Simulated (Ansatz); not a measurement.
Species: C10H7BS, SMILES `Bc1cc2ccc(C#C)cc2s1` (charge 0, multiplicity 1).

Give a relaxed geometry from PBE0-D3(BJ)/def2-SVP (Ansatz, a quantum-chemistry and plane-wave program).

One answer among several that fit: the end point of this relaxation, one of several conformers (outside a Z-matrix the atoms follow the SMILES, hydrogens last).
Cartesian coordinates (Å) in one orientation:
```xyz
19

B      4.245    -0.025    -0.240
C      2.720    -0.001    -0.176
C      1.912    -0.610     0.765
C      0.521    -0.403     0.554
C     -0.582    -0.868     1.303
C     -1.861    -0.542     0.911
C     -2.091     0.259    -0.241
C     -3.428     0.581    -0.624
C     -4.568     0.850    -0.942
C     -1.015     0.728    -0.996
C      0.282     0.397    -0.597
S      1.761     0.855    -1.362
H      4.842     0.551    -1.119
H      4.851    -0.634     0.609
H      2.321    -1.194     1.591
H     -0.415    -1.483     2.190
H     -2.722    -0.894     1.481
H     -5.576     1.091    -1.227
H     -1.196     1.342    -1.880
```
